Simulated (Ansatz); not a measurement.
`CC[Se][SiH3]` → `C[Se][SiH3]` + `[CH2]` (triplet) at 700 K and 1 bar (formal loss of a carbene).

Program: Ansatz. Geometries: PBE0-D4/def2-TZVP. ΔE: electronic, gas phase. CCSD(T)/CBS adds triple-zeta CCSD(T) − MP2 to the extrapolated MP2 energy (def2 sets, frozen cores). This one scheme is used for every species. Triplets are unrestricted, without spin–orbit coupling. For Se outer-core shells are correlated without core-valence functions, which leaves a few kJ/mol of doubt a bond. Scalar relativity is left out up to krypton. Each species was taken in one conformer, which may not be the lowest.

```json
{"species": "`CC[Se][SiH3]`", "CCSD(T)/CBS energy (Eh)": "-2770.72164", "H − E (kJ/mol)": "321.5", "S (J/(mol·K))": "483.5"}
{"species": "`C[Se][SiH3]`", "CCSD(T)/CBS energy (Eh)": "-2731.45956", "H − E (kJ/mol)": "229.7", "S (J/(mol·K))": "423.7"}
{"species": "`[CH2]` (triplet)", "CCSD(T)/CBS energy (Eh)": "-39.09499", "H − E (kJ/mol)": "70.4", "S (J/(mol·K))": "226.8"}
```

H − E and S are ideal-gas, rigid-rotor, harmonic terms from PBE0-D4/def2-TZVP, for one conformer and one mirror image of each species, with the whole ground term of open shells counted as degenerate. 1 Eh = 2625.50 kJ/mol, R = 8.31446 J/(mol·K).

Q: By hand: ΔE, ΔH, ΔS and ΔG.

A: ΔE = (-2731.45956) + (-39.09499) − (-2770.72164) = 0.16709 Eh = 438.7 kJ/mol. Δ(H − E) = 229.7 + 70.4 − 321.5 = -21.4, so ΔH = 417.3 kJ/mol. ΔS = 423.7 + 226.8 − 483.5 = 167.0 J/(mol·K). ΔG = 417.3 − 700 × (167.0)/1000 = 300.4 kJ/mol.

Q: By hand: the equilibrium constant, and the temperature at which ΔG would vanish if ΔH and ΔS stayed fixed.

A: log₁₀ K = −ΔG/(RT ln 10) = -22.4. ΔG = 0 at ΔH/ΔS = 2499 K.

The number of gas molecules changes by +1, which sets the sign of ΔS. A doubt of 5 kJ/mol in ΔE shifts log₁₀ K by 0.4 here. Other conformers and mirror images would add mixing entropy, several J/(mol·K) or more a flexible species. Modes under 60 cm⁻¹, often nearly free rotors, make the harmonic entropy too high. A triplet takes part, so the spin changes. These are equilibria of isolated gas molecules and say nothing of rates. Largest T1 diagnostic: 0.011 (customary marks: 0.02 for closed shells, 0.045 for open ones).
